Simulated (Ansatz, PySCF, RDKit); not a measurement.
Noncovalent pair: HF (SMILES F) (first 2 atoms) with C2H4 (SMILES C=C); geometry from B3LYP-D3(BJ)/def2-TZVP, rigid monomers moved along the line of their centres of mass till H2···C3 is 2.02 Å.
(charge 0, multiplicity 1):
```xyz
8

F     -0.234     0.856     0.585
H     -0.168     0.555     1.469
C     -0.559     0.320     3.432
C      0.483    -0.434     3.099
H     -0.436     1.339     3.777
H     -1.573    -0.058     3.381
H      0.361    -1.457     2.763
H      1.498    -0.060     3.159
```

Monomers are frozen at their geometry in the pair; levels with a basis set take the counterpoise correction. Rows marked so take none. RDKit's UFF carries no charges.

Correlated levels freeze the cores. CBS: X⁻³ extrapolation of the correlation energy, Hartree–Fock from the larger set. Rows in 6-31G*, STO-3G carry no dispersion term and start afresh at each structure (6-31G* with six Cartesian d functions).

Programs: Ansatz (a first-principles code); PySCF for 6-31G* rows, STO-3G rows, the dispersion terms; RDKit for the force fields. 

```tsv
level	interaction energy (kJ/mol)
UFF	219.1
HF/STO-3G (no counterpoise)	13.8
HF/6-31G*	0.2
HF/6-31G* (no counterpoise)	-6.6
r2SCAN-D4/def2-TZVPPD	-21.3
B3LYP/6-31G*	-10.1
B3LYP/def2-TZVPPD	-13.6
wB97X-V/def2-TZVPPD	-18.2
MP2/CBS(aug-cc-pVDZ, aug-cc-pVTZ) + ΔCCSD(T)/aug-cc-pVDZ	[?]
```

Fill in the missing entries.


- MP2/CBS(aug-cc-pVDZ, aug-cc-pVTZ) + ΔCCSD(T)/aug-cc-pVDZ, interaction energy (kJ/mol): -15.1
